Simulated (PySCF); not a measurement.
PySCF input for BrFGaHO, SMILES [OH][Ga]([F])[Br], PBE0-D3(BJ)/def2-SVP. Geometry: PBE0-D3(BJ)/def2-SVP. The structure was generated by enumeration; whether it is a known compound was not checked. Other conformers were not sampled.

```python
import numpy as np
from pyscf import gto, scf, dft, df
from pyscf.hessian import thermo

mol = gto.M(
    atom='''
    Ga   -0.00679156    0.73220315    0.00000000
    F    -1.53728622    1.57145291    0.00000000
    Br    0.02803082   -1.51565049    0.00000000
    O     1.47053205    1.69521870    0.00000000
    H     1.30077927    2.64464382    0.00000000
    ''',
    basis='def2-SVP',
    charge=0,
    spin=0,
    max_memory=1600,
    verbose=3,
)
mf = dft.RKS(mol, xc='pbe0').density_fit(auxbasis='def2-universal-jkfit')
mf.disp = 'd3bj'
mf.grids.level = 3
mf.conv_tol = 1e-11
mf.max_cycle = 100
mf.kernel()

# [left out here: the lines that compute and print the analytic Hessian (its translational invariance restored by hand, since the grid's response is missing), thermochemistry and intensities]
```

Output:

```
converged SCF energy = -4673.38658909269

WARN: DFTD3 does not support analytical Hessian, using finite difference


WARN: Mole.unit (angstrom) is changed to Bohr

Mode                                 0                   1                   2
Irrep
Freq [cm^-1]                      129.6953            170.6027            177.4990
Reduced mass [au]                  13.6891             13.0779              9.1241
Force const [Dyne/A]                0.1357              0.2243              0.1694
Char temp [K]                     186.6026            245.4593            255.3815
Normal mode                   x     y     z       x     y     z       x     y     z
       0  Ga                -0.06  0.00 -0.00    0.00  0.00  0.08    0.00  0.02 -0.00
       1   F                 0.01  0.12  0.00   -0.00 -0.00 -0.11   -0.08 -0.14  0.00
       2  Br                 0.04  0.00  0.00   -0.00  0.00 -0.02   -0.00  0.03  0.00
       3   O                 0.03 -0.14  0.00    0.00 -0.00 -0.12    0.09 -0.11  0.00
       4   H                 0.14 -0.12  0.00    0.00 -0.00 -0.21    0.23 -0.09  0.00
Mode                                 3                   4                   5
Irrep
Freq [cm^-1]                      323.5805            349.8394            702.5420
Reduced mass [au]                  34.5950              1.1081             18.7868
Force const [Dyne/A]                2.1342              0.0799              5.4632
Char temp [K]                     465.5603            503.3411           1010.8015
Normal mode                   x     y     z       x     y     z       x     y     z
       0  Ga                -0.00  0.08 -0.00    0.00 -0.00  0.01   -0.02  0.04  0.00
       1   F                -0.04  0.01  0.00    0.00  0.00 -0.02    0.16 -0.08 -0.00
       2  Br                 0.00 -0.08  0.00   -0.00  0.00  0.00   -0.00 -0.00 -0.00
       3   O                 0.05  0.02  0.00   -0.00  0.00 -0.07   -0.11 -0.06 -0.00
       4   H                 0.10  0.03  0.00   -0.00  0.00  0.95    0.05 -0.04  0.00
Mode                                 6                   7                   8
Irrep
Freq [cm^-1]                      753.8109            835.2897           3894.8592
Reduced mass [au]                  18.5469              1.1069              1.0669
Force const [Dyne/A]                6.2093              0.4550              9.5359
Char temp [K]                    1084.5660           1201.7959           5603.8352
Normal mode                   x     y     z       x     y     z       x     y     z
       0  Ga                 0.06  0.01  0.00   -0.00 -0.02  0.00   -0.00  0.00  0.00
       1   F                -0.09  0.05 -0.00    0.00  0.01 -0.00   -0.00  0.00 -0.00
       2  Br                 0.00 -0.00 -0.00   -0.00  0.00 -0.00   -0.00 -0.00 -0.00
       3   O                -0.16 -0.10 -0.00   -0.04  0.05 -0.00   -0.01  0.06  0.00
       4   H                 0.03 -0.07  0.00    0.93  0.21  0.00    0.15 -0.95 -0.00
temperature 298.1500 [K]
pressure 101325.00 [Pa]
Rotational constants [GHz] 6.23483 1.57701 1.25865
Symmetry number 1
Zero-point energy (ZPE) 0.01672 [Eh]   43889.304 [J/mol]
                           tot       elec      trans        rot        vib
Entropy [J/mol/K]       335.308      0.000    173.895    115.704     45.709
Cv [J/mol/K]             71.071      0.000     12.472     12.472     46.127
Cp [J/mol/K]             79.385      0.000     20.786     12.472     46.127
Internal energy [J/mol]                      3718.434   3718.434  51531.268
Internal energy [Eh]   -4673.36413  -4673.38659
Enthalpy [J/mol]                             6197.391   3718.434  51531.268
Enthalpy [Eh]          -4673.36319
Gibbs free energy [J/mol]                  -45649.416 -30778.641  37903.179
Gibbs free energy [Eh] -4673.40126
static polarisability / bohr^3: [[34.59   1.856  0.   ]
 [ 1.857 52.768 -0.   ]
 [-0.     0.    27.271]]
largest difference of analytic and finite-field dipole derivatives / e: 0.0008826270966268979
mode   freq/cm-1   IR/(km/mol)   Raman/(A^4/amu)   depolarisation
   1      129.70         2.137             1.020            0.749
   2      170.60        17.004             0.153            0.750
   3      177.50        34.606             1.606            0.681
   4      323.58        35.234             5.285            0.154
   5      349.84       129.826             0.578            0.750
   6      702.54        61.702             8.805            0.073
   7      753.81        99.563             4.905            0.344
   8      835.29        74.221             1.807            0.716
   9     3894.86       112.857           137.824            0.267
max |gradient| / (hartree/bohr): 0.00019629613511407845
APT charges: [ 1.5338 -0.6342 -0.4039 -0.7872  0.2915]
```

The calculation finished and met its thresholds.
